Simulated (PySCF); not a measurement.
Excitations are Tamm–Dancoff values on a coarser integration grid. The basis has no diffuse functions, so Rydberg states are missing or too high.

Cartesian coordinates (Å):
SMILES: [SiH3][SiH2][SiH2][SiH2]O
```xyz
15

O     -0.4021     2.0089     0.6719
Si    -1.5232     1.5190    -0.4448
Si    -1.5141    -0.8117    -0.3055
Si     0.6795    -1.5818    -0.5598
Si     2.1475    -0.4614     0.8798
H     -0.2186     2.9468     0.7429
H     -2.8633     2.1070    -0.1553
H     -1.1422     1.9656    -1.8169
H     -2.4068    -1.3791    -1.3560
H     -2.0320    -1.2302     1.0273
H      0.7325    -3.0471    -0.2909
H      1.1108    -1.3597    -1.9693
H      3.4274    -1.2172     0.9713
H      1.5642    -0.3584     2.2426
H      2.4401     0.8994     0.3625
```
Charge 0, multiplicity 1.

Predict the S1 oscillator strength, LUMO and brightest of the four lowest singlets (TDA) from PBE0-D3(BJ)/def2-TZVP in PySCF 2.14.0.


```yaml
S1 oscillator strength: 0.045
LUMO: -0.60 eV
brightest of the four lowest singlets (TDA): 6.53 eV
```
